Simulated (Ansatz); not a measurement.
`F[SiH](Cl)O[SiH3]` → `F[Si]Cl` + silanol at 700 K and 1 bar (silylene formation by 1,1-elimination).

Gas-phase electronic energies from Ansatz, PBE0-D4/def2-TZVP geometries. CBS: MP2 limit from def2 TZ/QZ plus the TZ coupled-cluster correction, frozen cores. This one scheme is used for every species. One conformer a species, not always the lowest.

| species | CCSD(T)/CBS energy (Eh) | H − E (kJ/mol) | S (J/(mol·K)) |
| --- | --- | --- | --- |
| `F[SiH](Cl)O[SiH3]` | -1215.52253 | 193.8 | 499.2 |
| `F[Si]Cl` | -848.72390 | 42.9 | 319.9 |
| `O[SiH3]` | -366.69042 | 144.6 | 321.6 |

H − E and S are ideal-gas, rigid-rotor, harmonic terms from PBE0-D4/def2-TZVP, for one conformer and one mirror image of each species. 1 Eh = 2625.50 kJ/mol, R = 8.31446 J/(mol·K).

**Question.** By hand: ΔE, ΔH, ΔS and ΔG.

**Answer.** ΔE = (-848.72390) + (-366.69042) − (-1215.52253) = 0.10821 Eh = 284.1 kJ/mol. Δ(H − E) = 42.9 + 144.6 − 193.8 = -6.3, so ΔH = 277.8 kJ/mol. ΔS = 319.9 + 321.6 − 499.2 = 142.3 J/(mol·K). ΔG = 277.8 − 700 × (142.3)/1000 = 178.2 kJ/mol.

**Question.** By hand: the equilibrium constant, and the temperature at which ΔG would vanish if ΔH and ΔS stayed fixed.

**Answer.** log₁₀ K = −ΔG/(RT ln 10) = -13.3. ΔG = 0 at ΔH/ΔS = 1952 K.

The number of gas molecules changes by +1, which sets the sign of ΔS. A doubt of 5 kJ/mol in ΔE shifts log₁₀ K by 0.4 here. Other conformers and mirror images would add mixing entropy, several J/(mol·K) or more a flexible species. Modes under 60 cm⁻¹, often nearly free rotors, make the harmonic entropy too high. These are equilibria of isolated gas molecules and say nothing of rates. Largest T1 diagnostic: 0.014 (customary marks: 0.02 for closed shells, 0.045 for open ones).
